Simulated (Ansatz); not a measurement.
`COc1ccc(-c2ccc(/C=C/c3ccc(/C=C/c4ccc(/C=C/c5ccc(C(F)=C(F)F)cc5)cc4)cc3)cc2)cc1` with charge +1. Total charge 1; doublet. Geometry r2SCAN-D4/def2-SVP, that of the neutral singlet.

```xyz
72

C    -3.579   15.018   -1.734
O    -4.332   14.156   -0.911
C    -3.976   12.851   -0.855
C    -4.751   12.033   -0.013
C    -4.464   10.680    0.107
C    -3.395   10.087   -0.599
C    -3.095    8.648   -0.472
C    -1.771    8.164   -0.559
C    -1.483    6.810   -0.447
C    -2.507    5.858   -0.240
C    -2.269    4.427   -0.124
C    -1.070    3.792   -0.173
C    -0.836    2.361   -0.067
C     0.492    1.875   -0.120
C     0.780    0.521   -0.032
C    -0.250   -0.435    0.114
C    -0.019   -1.867    0.204
C     1.183   -2.502    0.202
C     1.408   -3.935    0.283
C     0.370   -4.893    0.330
C     0.652   -6.250    0.405
C     1.980   -6.736    0.441
C     2.205   -8.169    0.522
C     3.403   -8.803    0.615
C     3.624  -10.239    0.693
C     4.942  -10.725    0.844
C     5.223  -12.083    0.930
C     4.180  -13.031    0.865
C     4.388  -14.469    0.946
F     3.278  -15.232    0.877
C     5.539  -15.160    1.080
F     6.734  -14.613    1.166
F     5.593  -16.470    1.143
C     2.858  -12.557    0.710
C     2.589  -11.198    0.627
C     3.019   -5.778    0.391
C     2.737   -4.422    0.314
C    -1.578    0.051    0.167
C    -1.866    1.405    0.081
C    -3.829    6.345   -0.150
C    -4.117    7.702   -0.261
C    -2.631   10.922   -1.433
C    -2.908   12.284   -1.569
H    -4.024   16.016   -1.629
H    -2.520   15.060   -1.420
H    -3.624   14.712   -2.795
H    -5.570   12.493    0.545
H    -5.064   10.070    0.788
H    -0.950    8.874   -0.691
H    -0.441    6.485   -0.513
H    -3.176    3.826    0.017
H    -0.162    4.393   -0.306
H     1.310    2.593   -0.236
H     1.823    0.197   -0.083
H    -0.931   -2.470    0.284
H     2.096   -1.899    0.137
H    -0.673   -4.570    0.302
H    -0.173   -6.969    0.438
H     1.291   -8.774    0.513
H     4.318   -8.199    0.643
H     5.766  -10.007    0.898
H     6.258  -12.404    1.049
H     2.038  -13.276    0.655
H     1.552  -10.876    0.503
H     4.062   -6.103    0.407
H     3.562   -3.703    0.274
H    -2.397   -0.667    0.278
H    -2.910    1.728    0.124
H    -4.646    5.632    0.000
H    -5.158    8.033   -0.216
H    -1.814   10.493   -2.020
H    -2.295   12.888   -2.241
```

Single mean-field runs in def2-SVP are fitted with def2-universal-jkfit.

Problem. Estimate the α-spin orbital energies around the gap (eV) in Ansatz with PBE-D4/def2-SVP, PBE0-D4/def2-SVP.

Solution. 
```tsv
orbital	PBE-D4/def2-SVP	PBE0-D4/def2-SVP
HOMO−5	-8.64	-9.68
HOMO−4	-8.46	-9.44
HOMO−3	-8.18	-9.30
HOMO−2	-7.73	-8.76
HOMO−1	-7.32	-8.19
HOMO	-7.07	-7.96
LUMO	-5.38	-4.99
LUMO+1	-4.77	-4.20
LUMO+2	-4.11	-3.42
LUMO+3	-3.59	-2.90
LUMO+4	-3.54	-2.80
LUMO+5	-3.48	-2.65
β HOMO	-7.22	-7.83
β LUMO	-6.95	-7.05
```
